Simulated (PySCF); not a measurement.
## Working out the ionisation energy of F+

F+ [He] 2s2 2p4 (3P) → F(2+) [He] 2s2 2p3 (4S). All numbers are calculated (PySCF 2.14, the non-relativistic Hamiltonian (point nucleus), in cc-pVDZ (3s2p1d, 14 functions)). Frozen: 1s2. Energies in hartree (1 hartree = 27.21139 eV):

```
            part  F+ (lower)  F(2+) (upper)
             UHF  -98.800485     -97.572691
CCSD correlation   -0.112345      -0.082097
             (T)   -0.000779      -0.000383
```

Question: What does Hartree-Fock give?

Answer: (-97.572691) − (-98.800485) = 1.227794 hartree = 33.410 eV.

Question: What do CCSD and CCSD(T) give?

Answer: The CCSD correlation energies differ by 0.030248 hartree = 0.823 eV and the triples by 0.000396 hartree = 0.011 eV, so CCSD gives 34.233 eV and CCSD(T) 34.244 eV.

Measured between the centres of the two terms (NIST): 34.950 eV, so CCSD(T) (valence) is off by -0.706 eV.

A double-zeta basis recovers only part of the correlation energy.

What remains against the reference includes basis incompleteness, the frozen core and higher excitations.
